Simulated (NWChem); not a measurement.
System: C4H4N2; SMILES C(CCC#N)#N

```xyz
10

N     -0.1926     2.9834     0.0000
C      0.1719     1.8819     0.0000
C      0.6071     0.4825     0.0000
C     -0.6071    -0.4825     0.0000
C     -0.1719    -1.8819     0.0000
N      0.1926    -2.9834     0.0000
H      1.2314     0.3012    -0.8816
H      1.2314     0.3012     0.8816
H     -1.2314    -0.3012     0.8816
H     -1.2314    -0.3012    -0.8816
```
Atoms are numbered in this order, from 1.

Program: NWChem. Pople sets run with spherical d functions. Structure relaxed at the B3LYP/6-31G* (spherical d) level. Level: B3LYP/6-31G* with SMD (1 M gas to 1 M solution), gas-phase geometry.

For solvent water:

| Property | Value |
|---|---|
| cavity-dispersion-structure term (kcal/mol) | 5.9 |

**Question.** Estimate the same quantities for solvent toluene.

**Answer.** 
- cavity-dispersion-structure term (kcal/mol) = 0.6
